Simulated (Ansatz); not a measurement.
A cut through the energy surface

SnBrF (SMILES [F][Sn][Br]), closed shell, at its PBE0-D4/def2-TZVP minimum:

```xyz
3
angstrom
F -0.9432 1.2489 -0.3889
Sn -0.6365 -0.6625 -0.4168
Br 1.5687 -0.6512 0.7924
```

The bond length Sn2–Br3 (2.515 Å at the minimum) is set to the values below, the two halves moving rigidly along the bond. Each method's energies count from its own value at the PBE0-D4 minimum structure. Ansatz 0.2.0; basis: def2-TZVPP; cores frozen in the correlated methods. Filled d shells of the heavier atoms are correlated. Core potentials replace the inner electrons of the atoms past krypton. The def2 sets are not built for correlating such inner shells, so the correlated values are less sure here. B3LYP uses VWN-RPA correlation.

```json
{"bond length (Å)": "2.062", "CCSD(T) (kcal/mol)": "?", "r2SCAN-D4 (kcal/mol)": "47.97", "B3LYP-D4 (kcal/mol)": "51.27"}
{"bond length (Å)": "2.168", "CCSD(T) (kcal/mol)": "23.45", "r2SCAN-D4 (kcal/mol)": "23.97", "B3LYP-D4 (kcal/mol)": "26.37"}
{"bond length (Å)": "2.324", "CCSD(T) (kcal/mol)": "5.45", "r2SCAN-D4 (kcal/mol)": "5.87", "B3LYP-D4 (kcal/mol)": "7.09"}
{"bond length (Å)": "2.505", "CCSD(T) (kcal/mol)": "0.00", "r2SCAN-D4 (kcal/mol)": "0.02", "B3LYP-D4 (kcal/mol)": "0.08"}
{"bond length (Å)": "2.706", "CCSD(T) (kcal/mol)": "3.78", "r2SCAN-D4 (kcal/mol)": "3.27", "B3LYP-D4 (kcal/mol)": "2.27"}
{"bond length (Å)": "2.922", "CCSD(T) (kcal/mol)": "12.85", "r2SCAN-D4 (kcal/mol)": "11.81", "B3LYP-D4 (kcal/mol)": "9.89"}
{"bond length (Å)": "3.152", "CCSD(T) (kcal/mol)": "?", "r2SCAN-D4 (kcal/mol)": "22.73", "B3LYP-D4 (kcal/mol)": "20.10"}
{"bond length (Å)": "3.394", "CCSD(T) (kcal/mol)": "36.46", "r2SCAN-D4 (kcal/mol)": "34.13", "B3LYP-D4 (kcal/mol)": "31.03"}
{"bond length (Å)": "3.647", "CCSD(T) (kcal/mol)": "?", "r2SCAN-D4 (kcal/mol)": "44.89", "B3LYP-D4 (kcal/mol)": "41.55"}
```

Problem. Fill in the withheld CCSD(T) values. (To be estimated.)

Solution. Computed: 47.64 kcal/mol at 2.062 Å; 24.35 kcal/mol at 3.152 Å; 48.12 kcal/mol at 3.647 Å. These count from the CCSD(T) energy at the PBE0-D4 minimum.

Minimum and curvature along this coordinate at CCSD(T): A fifth-order fit through the nearest points gives 2.508 Å, with a curvature of about 11 eV/Å².

Problem. Treat the two halves as rigid bodies and work out the harmonic wavenumber of this stretch from that curvature (ν̃ = 521.5 √(k/μ) cm⁻¹ with k in eV/Å² and μ in u).

Solution. The halves weigh 137.71 and 79.90 u, so μ = 137.71 × 79.90/217.61 = 50.563 u and ν̃ = 521.5 √(11/50.563) ≈ 240 cm⁻¹. A true normal mode mixes in other motions, so this is a guide only.

Largest difference from the CCSD(T) curve over the scan: PBE-D4 7.78; PBE0-D4 1.93; wB97M-V 0.99; HF 3.08 kcal/mol. Each curve counts from its own value at the minimum.

No T1 diagnostic of these runs exceeds 0.020. The restricted Hartree–Fock reference is unstable towards an unrestricted one here.

For scale, one of the runs: CCSD(T)/def2-TZVPP, 129 basis functions (an equivalent command: `ansatz run in.yaml --threads 2`). Time: 11 s of wall clock on 2 CPU threads; the host was shared. Peak host memory: 0.61 GiB.
